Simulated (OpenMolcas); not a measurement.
# In2+: CASPT2 settings compared

```yaml
Program: OpenMolcas 26.06
Basis: ANO-R1 [6s5p3d1f]
Scalar_Hamiltonian: X2C, finite nucleus
Active_space: 1 electron in 8 orbitals (5s 5p 6s 6p)
State_averaging: 2S+1 = 2 even, 1 root; 2S+1 = 2 odd, 3 roots
Spin-orbit_coupling: state interaction with AMFI integrals over the reference wave functions, term energies averaged over their components
```

Methods on the same reference wave functions:
A. CASSCF
B. SS-CASPT2, IPEA 0.75 Eh, no level shift (closed shells correlated: 4d)
C. XMS-CASPT2, IPEA 0.35 Eh, imaginary shift 0.2 Eh (closed shells correlated: 4s 4p 4d)

Energies in cm-1 above 5s 2S 1/2, the measured ground level; measured values from Moore, Atomic Energy Levels, vol. III, NSRDS-NBS 35 (1971 reprint of NBS Circular 467, 1958).

```json
{"Level": "5s 2S 1/2", "A": "0.0", "B": "0.0", "C": "0.0", "Measured": "0.0"}
{"Level": "5p 2P* 1/2", "A": "55986", "B": "57867", "C": "58049", "Measured": "57181"}
{"Level": "5p 2P* 3/2", "A": "60136", "B": "62017", "C": "62199", "Measured": "61523"}
```

Deviations, from unrounded energies. A percentage is the sum of absolute deviations over the sum of measured energies, with the sign that they share, or ± where signs differ.

| Against measurement | Levels | A | B | C |
| --- | --- | --- | --- | --- |
| mean absolute deviation (cm-1) | 2 | 1300 | 590 | 770 |
| other configurations (%) | 2 | -2.2 | +1.0 | +1.3 |

B lies closest to measurement on these levels and A furthest from it. The largest miss of B in the table is 5p 2P* 1/2, by +690 cm-1. The ranking rests on the paired levels alone, and a cruder setting can come out closer through cancelling errors.

Between B and C the level of the table that moves most is 5p 2P* 1/2, by 180 cm-1 (lowest in B, highest in C).

The lowest spin-free term lies below A's lowest term by 0.319 hartree in B, 0.419 hartree in C.

With one active electron outside closed inactive shells, the extra shells (6p 6s) add no correlation to the reference. With one active electron the reference holds no correlation, so core polarisation is missing (holds for A). With one active electron, CASPT2 adds the correlation within the correlated inactive shells and between them and that electron, and leaves the splitting within a term as the reference gives it (holds for B; C). Measured partners are found by configuration, term and J. A level has none where our copy of the source lacks it or the pairing is in doubt (some pairs that miss far off the trend of their configuration count as doubtful), and it then counts in no deviation. Levels of configurations outside the active space are missing.

* marks odd parity.
